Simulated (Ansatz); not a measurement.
aminoborane (SMILES BN) moved off its minimum; all values from Ansatz (a first-principles code), cores frozen in correlated methods.
(charge 0, multiplicity 1)
```xyz
6

B     -0.76436     0.05796     0.00751
N      0.62773    -0.04820     0.00130
H     -1.43357    -0.95640    -0.02435
H     -1.29234     1.12370    -0.01269
H      1.22102     0.77953     0.04459
H      1.08377    -0.91899    -0.02939
```

Q: Give the forces (eV/Å), the total energy and the dipole at CCSD(T)/aug-cc-pVTZ.

A: 
| atom | Fx | Fy | Fz |
|---|---|---|---|
| B1 | -0.423 | -0.544 | -0.229 |
| N2 | -0.520 | 1.547 | 0.124 |
| H3 | 0.309 | 0.316 | 0.045 |
| H4 | 0.071 | 0.171 | 0.119 |
| H5 | -0.149 | -0.623 | -0.082 |
| H6 | 0.713 | -0.867 | 0.023 |
Energy -81.8940 hartree, dipole 1.85 D.
